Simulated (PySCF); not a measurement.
Cl3FHNW, SMILES [NH]=[W]([F])([Cl])([Cl])[Cl], multiplicity 1.

The structure is a stationary point at PBE0-D3(BJ)/def2-SVP. The multiplicity is an assumed one; no other spin state was optimised. The structure was generated by enumeration; whether it is a known compound was not checked. The def2 effective core potentials stand for the cores of W; spin–orbit coupling is left out.

Level of theory: PBE/def2-TZVP (PySCF).

The molecule is in vacuum.

* **total energy**: -1602.55677 hartree
* **point group**: Cs
* **highest occupied level**: -7.27 eV
* **lowest empty level**: -4.12 eV
* **orbital gap**: 3.14 eV
* **dipole moment**: 3.83 D
* **quadrupole, principal values (traceless, Buckingham form, about the centre of nuclear charge)**: -4.16, 0.19, 3.98 D·Å
* **mean static polarisability**: 91.8 bohr³ (13.61 Å³)
* **polarisability, principal values**: 73.1, 93.5, 108.9 bohr³
